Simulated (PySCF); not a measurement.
CHO2, SMILES O=[C]O, multiplicity 2. Geometry optimised at PBE-D3(BJ)/def2-TZVP. The isomer is the one that the SMILES or the coordinates give; other isomers of the formula were not compared. One conformer was computed; it need not be the lowest.

Computed with PBE-D3(BJ)/def2-TZVP in PySCF.

Harmonic wavenumbers (cm⁻¹): 572, 593, 1030, 1256, 1811, 3395. Rotational constants (GHz): 141.9, 11.61, 10.73; symmetry number 1.

Work out the zero-point energy and the ideal-gas rigid-rotor harmonic-oscillator thermochemistry at 298.15 K and 1 atm.

ZPE = ½ Σ hcν = ½ × 8658 cm⁻¹ = 12.38 kcal/mol. H − E(el) = 14.99 kcal/mol. Entropy in cal/(mol K): translation 37.34, rotation 20.44, vibration 1.08, spin 1.38, total 60.23. G − E(el) = -2.97 kcal/mol. Cp = 10.63 cal/(mol K).
